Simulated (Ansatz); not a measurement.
Isolated molecules relaxed with PBE0-D4/def2-TZVP in Ansatz; ΔE leaves out vibrations. CCSD(T)/CBS adds triple-zeta CCSD(T) − MP2 to the extrapolated MP2 energy (def2 sets, frozen cores). This one scheme is used for every species. Functionals use def2-TZVPP. For Se outer-core shells are correlated without core-valence functions, which leaves a few kJ/mol of doubt a bond. Scalar relativity is left out up to krypton. One conformer a species, not always the lowest.

Consider the formal exchange of groups at the Se–B bond: `[OH][AlH][BH][SeH]` + `C#CF` → `FC#C[SeH]` + `[BH2][AlH][OH]`.

```csv
level,ΔE (kJ/mol)
BHLYP,148.3
HF/def2-QZVPP,135.2
```

(1) What does CCSD(T)/CBS give? (Best estimate.)

Largest T1 diagnostic among the species: 0.014.

Results:

(1) Computed: +164.0 kJ/mol. The listed levels differ from it by -15.7, -28.8 kJ/mol.

In def2-TZVPP, CCSD(T) changes the Hartree–Fock value by +22.8 kJ/mol (the triples alone add +4.6 kJ/mol) and MP2 by +23.3 kJ/mol. The D4 term adds +4.4 kJ/mol with B3LYP and +2.3 kJ/mol with PBE0; it sums over pairs of atoms, weighted by their polarisabilities, and B3LYP, whose exchange is more repulsive, gets the larger term. Leaving LDA and LC-ωPBE aside and taking each functional with its dispersion term where it has one, the values, not all of them listed here, spread over 13.6 kJ/mol, from ωB97X-V to r2SCAN-D4. LDA lies +12.7 kJ/mol from PBE without D4.

B3LYP here is the variant with VWN-RPA as its local correlation; programs differ in this.
